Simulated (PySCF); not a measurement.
# Bonding in `N#C[SiH]1OCCCO1`

Species: C₄H₇NO₂Si.
SMILES with atom numbers: `[N:1]#[C:2][SiH:3]1[O:4][CH2:5][CH2:6][CH2:7][O:8]1` (hydrogens: H9 on Si3; H10, H11 on C5; H12, H13 on C6; H14, H15 on C7)

Cartesian coordinates in Å at the GFN2-xTB level; atoms count from 1:
```xyz
15
C4H7NO2Si angstrom
N      3.675    0.908    1.328
C      2.817    0.478    0.704
Si     1.487   -0.262   -0.372
O      0.576    0.964   -0.932
C     -0.828    0.918   -0.888
C     -1.343    0.283    0.399
C     -0.835   -1.148    0.541
O      0.568   -1.215    0.575
H      2.054   -1.028   -1.475
H     -1.192    0.353   -1.756
H     -1.179    1.951   -0.972
H     -2.432    0.287    0.400
H     -0.978    0.869    1.245
H     -1.193   -1.589    1.477
H     -1.200   -1.759   -0.295
```

Bond orders from the PBE0/pcSseg-1 density (PySCF). Geometry: GFN2-xTB, one conformer, isolated molecule.

Q: Where do the orders between heavy atoms depart from those drawn in the SMILES?

A: The largest departure is 0.195, at C2–Si3 (drawn single, 0.805). Drawn single, order below 0.88: C2–Si3 (0.805), O4–C5 (0.865) and C7–O8 (0.865).

Q: Set the Mayer orders of the bonds beside their lengths.

A: 
```
  bond  drawn as  length (Å)  Mayer order
 N1–C2    triple       1.144        2.932
C2–Si3    single       1.864        0.805
Si3–O4    single       1.627        1.008
 O4–C5    single       1.405        0.865
 C5–C6    single       1.525        1.038
 C6–C7    single       1.525        1.038
 C7–O8    single       1.405        0.865
O8–Si3    single       1.627        1.008
Si3–H9    single       1.457        0.910
C5–H10    single       1.097        0.949
C5–H11    single       1.094        0.954
C6–H12    single       1.090        0.939
C6–H13    single       1.092        0.934
C7–H14    single       1.094        0.954
C7–H15    single       1.097        0.949
```

Q: Sum the orders of all bonds at each heavy atom with more than one neighbour and set the sums beside the valence in the SMILES.

A: C2 3.737 (drawn 4), Si3 3.731 (drawn 4), O4 1.873 (drawn 2), C5 3.806 (drawn 4), C6 3.949 (drawn 4), C7 3.806 (drawn 4), O8 1.873 (drawn 2). Orders between atoms that aren't bonded are not in these sums.

The Mayer order sums products of elements of PS (density times overlap matrix) between the two atoms' basis functions, so it depends on the basis set.
